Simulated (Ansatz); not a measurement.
C₂H₅AlGe (`[GeH3][Al]1[CH]=[CH]1`). Total charge 0; spin multiplicity 1.

Cartesian coordinates in Å:
```
Ge 2.1072 0.1041 -0.3644
Al -0.3067 -0.0279 0.0635
C -2.0743 -0.5641 -0.1473
C -1.9459 0.3506 0.8549
H 2.8855 0.4260 0.9216
H 2.3920 1.2195 -1.3850
H 2.6470 -1.2157 -0.9387
H -2.9800 -1.0554 -0.4985
H -2.7248 0.7630 1.4940
```

(1) What are the harmonic wavenumbers in cm⁻¹ at PBE0-D4/def2-TZVP (Ansatz, finite differences of forces, unscaled)? (Best estimate.)

Answers

(1) Ansatz gave: 6, 111, 121, 262, 420, 436, 661, 684, 776, 797, 880, 883, 934, 1027, 1169, 1433, 2142, 2151, 2153, 3125, 3146.
